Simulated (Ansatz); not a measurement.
BSb2⁻ was relaxed with PBE-D4 (def2-TZVPD) in Ansatz in these states: charge -1 quintet, charge -1 triplet. The geometries follow in no particular order.

In the def2 sets Sb takes a core potential; there is no spin–orbit coupling.

A:

```xyz
3

B     0.1789    0.5171    0.4685
Sb   -0.9681    1.0556   -1.3493
Sb    0.7892   -1.5728    0.8808
```

B:

```xyz
3

B    -0.001    0.001   -0.001
Sb   -0.872    0.908    1.645
Sb    0.873   -0.909   -1.644
```

**Question.** Judge from the bond lengths which geometry belongs to which state (an estimate).

**Answer.** A is the charge -1 quintet (B1–Sb3 2.216 Å, B1–Sb2 2.216 Å); B is the charge -1 triplet (B1–Sb3 2.071 Å, B1–Sb2 2.071 Å).

At PBE-D4/def2-TZVPD the highest occupied level of the charge -1 quintet lies above zero (up to 0.80 eV). It is a level of α spin, whose loss leaves a quartet; that state wasn't run at this geometry and level. The electron is either unbound and held by the finite basis, or the level is raised by self-interaction error. At PBE0-D4/def2-TZVPD a triplet lies 2.18 eV below the charge -1 quintet. These are the stationary points nearest to one start from a short search; other shapes may lie lower in each state.
